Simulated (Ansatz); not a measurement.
`CNP` + `O[AsH2]` → `PO[AsH2]` + CH₃NH₂ at 700 K and 1 bar (ligand exchange at a P–N bond).

Calculated with Ansatz (gas phase, PBE0-D4/def2-TZVP geometries, no zero-point term in ΔE). CBS: MP2 limit from def2 TZ/QZ plus the TZ coupled-cluster correction, frozen cores. For As outer-core shells are correlated without core-valence functions, which leaves a few kJ/mol of doubt a bond. Scalar relativity is left out up to krypton. Each species was taken in one conformer, which may not be the lowest.

```
   species  CCSD(T)/CBS energy (Eh)  H − E (kJ/mol)  S (J/(mol·K))
     `CNP`               -437.28343           246.5          373.8
 `O[AsH2]`              -2311.97217           115.9          321.3
`PO[AsH2]`              -2653.50583           155.4          412.9
    CH₃NH₂                -95.75281           207.6          296.6
```

H − E and S are ideal-gas, rigid-rotor, harmonic terms from PBE0-D4/def2-TZVP, for one conformer and one mirror image of each species. 1 Eh = 2625.50 kJ/mol, R = 8.31446 J/(mol·K).

Task: By hand: ΔE, ΔH, ΔS and ΔG.

Result: ΔE = (-2653.50583) + (-95.75281) − (-437.28343) − (-2311.97217) = -0.00304 Eh = -8.0 kJ/mol. Δ(H − E) = 155.4 + 207.6 − 246.5 − 115.9 = 0.6, so ΔH = -7.4 kJ/mol. ΔS = 412.9 + 296.6 − 373.8 − 321.3 = 14.4 J/(mol·K). ΔG = -7.4 − 700 × (14.4)/1000 = -17.5 kJ/mol.

Task: By hand: the equilibrium constant, and the temperature at which ΔG would vanish if ΔH and ΔS stayed fixed.

Result: log₁₀ K = −ΔG/(RT ln 10) = 1.3. ΔH and −TΔS have one sign here, so there is no such temperature.

TΔS isn't small against ΔH here. A doubt of 5 kJ/mol in ΔE shifts log₁₀ K by 0.4 here. Other conformers and mirror images would add mixing entropy, several J/(mol·K) or more a flexible species. Modes under 60 cm⁻¹, often nearly free rotors, make the harmonic entropy too high. These are equilibria of isolated gas molecules and say nothing of rates. Largest T1 diagnostic: 0.013 (customary marks: 0.02 for closed shells, 0.045 for open ones).
